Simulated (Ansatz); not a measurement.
Diatomic AlSe, multiplicity 2 (the spin of the measured ground state). No spin–orbit coupling. Se is treated without relativity.

The constants come from a fifth-degree fit in 1/R (seven points, main isotopes). In def2 and cc sets the state is the lowest found near the PBE0 minimum, followed along R.

Correlated levels freeze the inner cores; with def2 sets outer-core shells near the valence are correlated too. CBS: X⁻³ extrapolation of the correlation energy, Hartree–Fock from the larger set.

The values were computed with Ansatz (Gaussian basis) for Hartree–Fock, density functionals and correlated methods. Each number belongs to the level named beside it.

**Question.** What bond length and harmonic frequency does r2SCAN/def2-TZVPP give, and what D_e (from each atom's lowest state at the same level)?

**Answer.** r_e = 2.158 Å, ω_e = 490 cm⁻¹, D_e = 4.04 eV.

**Question.** What bond length and harmonic frequency does B3LYP/def2-TZVPP give, and what D_e (from each atom's lowest state at the same level)?

**Answer.** r_e = 2.177 Å, ω_e = 460 cm⁻¹, D_e = 3.68 eV.

**Question.** What bond length and harmonic frequency does CCSD(T)/CBS(def2-TZVPP, def2-QZVPP) give?

**Answer.** r_e = 2.155 Å, ω_e = 492 cm⁻¹.

Measured for the ground state: ω_e 467.6 cm-1, ω_e x_e 2.08 cm-1 [Huber and Herzberg (1979), NIST Chemistry WebBook]. D_0 3.257 ± 0.14 eV (a handbook's tabulated 298 K bond energy less 3RT/2; such tables hold older values) [Luo, bond dissociation energies, CRC Handbook].

Ansatz is an electronic-structure program.
